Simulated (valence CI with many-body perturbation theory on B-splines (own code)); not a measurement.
Os XLIV: calculated level list

Method: valence CI with perturbative core correlation (CI+MBPT): five valence electrons over a frozen Dirac-Fock core [Ar] 3d10, a basis of 11 s, 11 p, 10 d, 8 f, 5 g, 2 h functions for each j, with the one-electron correlation potential Σ1, the two-electron term Σ2, the three-electron term Σ3, Breit, model QED; selected CI, second order for the rest, scaled by the run's own slope (own B-spline code, finite nucleus).

The last digits are not significant, and no measured levels were compared; by estimate large intervals hold to a few tenths of a per cent, small ones and those within an open d or f shell to about a per cent. Among the levels kept, up to 2200 cm⁻¹ of a level comes from second order outside the variational space, and about a tenth of that is noise between levels of different J, which matters for small intervals.

Levels 1 to 45 of 185, with energies above the lowest level, (4s^2 4p1/2^2 4p3/2) J=3/2. "Leading %" is the weight of the configuration and term that name the level; weights of strongly mixed levels are sums over their largest components and can fall short. In the jj column 3d3/2^4 stands for four electrons in 3d with j = 3/2. Lifetimes count E1, E2, E3, M1 and M2 decay at the calculated energies, and are blank where another channel may lead or the interval is too uncertain; long ones can be off by a factor of two.

```
No.  Configuration  Term    J  E (Ry)  Leading %  Lifetime      g                     Leading jj
  1         4s²4p³   ²P°  3/2   0.000         47            1.360      4s^2 4p1/2^2 4p3/2 (99 %)
  2         4s²4p³   ⁴S°  3/2   7.611         54   90.0 ns  1.456      4s^2 4p1/2 4p3/2^2 (99 %)
  3         4s²4p³   ²D°  5/2   8.028         99    425 ns  1.195      4s^2 4p1/2 4p3/2^2 (99 %)
  4         4s²4p³   ²P°  1/2   8.553         99    137 ns  0.659      4s^2 4p1/2 4p3/2^2 (99 %)
  5       4s²4p²4d    ²D  3/2  11.838         39   64.3 ps  0.786      4s^2 4p1/2^2 4d3/2 (98 %)
  6       4s²4p²4d    ²D  5/2  13.900         26   7.09 ps  1.254      4s^2 4p1/2^2 4d5/2 (83 %)
  7          4s4p⁴    ⁴P  5/2  15.365         60   3.62 ps  1.426      4s 4p1/2^2 4p3/2^2 (81 %)
  8         4s²4p³   ²P°  3/2  16.240         52   45.1 ns  1.305            4s^2 4p3/2^3 (98 %)
  9          4s4p⁴    ²S  1/2  16.351         58   3.09 ps  2.102      4s 4p1/2^2 4p3/2^2 (93 %)
 10          4s4p⁴    ²P  3/2  16.501         39   1.59 ps  1.173      4s 4p1/2^2 4p3/2^2 (88 %)
 11       4s²4p²4d    ²F  5/2  19.403         46   92.0 ps  0.961  4s^2 4p1/2 4p3/2 4d3/2 (98 %)
 12       4s²4p²4d    ⁴F  3/2  19.432         37   13.5 ps  0.912  4s^2 4p1/2 4p3/2 4d3/2 (96 %)
 13       4s²4p²4d    ⁴D  1/2  19.452         80   86.2 ps  0.202  4s^2 4p1/2 4p3/2 4d3/2 (98 %)
 14       4s²4p²4d    ²G  7/2  19.823         48   1.81 ns  1.043  4s^2 4p1/2 4p3/2 4d3/2 (96 %)
 15       4s²4p²4d    ²D  5/2  20.932         33    563 fs  1.200  4s^2 4p1/2 4p3/2 4d3/2 (86 %)
 16       4s²4p²4d    ²D  3/2  21.034         34    437 fs  1.197  4s^2 4p1/2 4p3/2 4d3/2 (89 %)
 17       4s²4p²4d    ²P  1/2  21.104         37    530 fs  1.701  4s^2 4p1/2 4p3/2 4d3/2 (93 %)
 18       4s²4p²4d    ⁴D  7/2  21.112         48   1.19 ns  1.310  4s^2 4p1/2 4p3/2 4d5/2 (99 %)
 19       4s²4p²4d    ²P  3/2  21.323         39   14.5 ps  1.421  4s^2 4p1/2 4p3/2 4d5/2 (82 %)
 20       4s²4p²4d    ²D  5/2  21.561         32   8.06 ps  1.154  4s^2 4p1/2 4p3/2 4d5/2 (85 %)
 21       4s²4p²4d    ²G  9/2  21.578         60   3.79 μs  1.193  4s^2 4p1/2 4p3/2 4d5/2 (99 %)
 22       4s²4p²4d    ²F  7/2  22.593         54   1.89 ps  1.115  4s^2 4p1/2 4p3/2 4d5/2 (93 %)
 23       4s²4p²4d    ²D  5/2  22.602         35   1.11 ps  1.241  4s^2 4p1/2 4p3/2 4d5/2 (88 %)
 24       4s²4p²4d    ²D  3/2  22.745         57   2.82 ps  0.954  4s^2 4p1/2 4p3/2 4d5/2 (89 %)
 25       4s²4p²4d    ²P  1/2  22.830         49   2.16 ps  1.277  4s^2 4p1/2 4p3/2 4d5/2 (89 %)
 26          4s4p⁴    ⁴P  3/2  23.570         57   1.46 ps  1.450        4s 4p1/2 4p3/2^3 (75 %)
 27          4s4p⁴    ²D  5/2  24.120         63   1.50 ps  1.281        4s 4p1/2 4p3/2^3 (81 %)
 28          4s4p⁴    ²P  1/2  24.891         51    773 fs  1.320        4s 4p1/2 4p3/2^3 (81 %)
 29          4s4p⁴    ²P  3/2  24.928         46    844 fs  1.094        4s 4p1/2 4p3/2^3 (86 %)
 30        4s4p³4d   ⁶D°  5/2  26.769         16   26.9 ps  1.146  4s 4p1/2^2 4p3/2 4d3/2 (77 %)
 31        4s4p³4d   ⁶D°  3/2  26.894         28   14.5 ps  1.322  4s 4p1/2^2 4p3/2 4d3/2 (95 %)
 32        4s4p³4d   ⁴P°  1/2  26.901         44   28.3 ps  2.486  4s 4p1/2^2 4p3/2 4d3/2 (95 %)
 33        4s4p³4d   ⁴F°  7/2  27.015         22   48.3 ps  1.254  4s 4p1/2^2 4p3/2 4d3/2 (77 %)
 34       4s²4p²4f   ⁴G°  5/2  27.050         18   19.4 ps  1.000      4s^2 4p1/2^2 4f5/2 (57 %)
 35        4s4p³4d   ²D°  3/2  27.844         26   3.15 ps  0.991  4s 4p1/2^2 4p3/2 4d3/2 (82 %)
 36       4s²4p²4f   ²F°  7/2  27.961         23   6.54 ps  1.202      4s^2 4p1/2^2 4f7/2 (76 %)
 37        4s4p³4d   ⁴D°  1/2  28.463         49   1.68 ps  0.550  4s 4p1/2^2 4p3/2 4d3/2 (93 %)
 38        4s4p³4d   ⁴F°  9/2  28.489         46   41.8 ps  1.365  4s 4p1/2^2 4p3/2 4d5/2 (96 %)
 39       4s²4p²4d    ²D  3/2  28.499         34    546 fs  1.183      4s^2 4p3/2^2 4d3/2 (90 %)
 40       4s²4p²4d    ⁴P  1/2  28.548         42    604 fs  1.574      4s^2 4p3/2^2 4d3/2 (90 %)
 41       4s²4p²4d    ²D  5/2  28.560         27    649 fs  1.189      4s^2 4p3/2^2 4d3/2 (89 %)
 42       4s²4p²4d    ²F  7/2  28.714         48    703 fs  1.130      4s^2 4p3/2^2 4d3/2 (92 %)
 43        4s4p³4d   ⁴G°  5/2  28.751         18   1.07 ps  0.903  4s 4p1/2^2 4p3/2 4d3/2 (71 %)
 44        4s4p³4d   ⁴D°  5/2  29.162         31   3.31 ps  1.390  4s 4p1/2^2 4p3/2 4d5/2 (94 %)
 45       4s²4p²4d    ²F  7/2  29.329         54   21.5 ps  1.220      4s^2 4p3/2^2 4d5/2 (95 %)
```

The ionisation energy to 4s²4p² ³P0 of the next ion comes out as 2170.4 eV (NIST: 2168 ± 4 eV (theoretical)). All 185 levels together are meant to be complete up to 43.614 Ry.
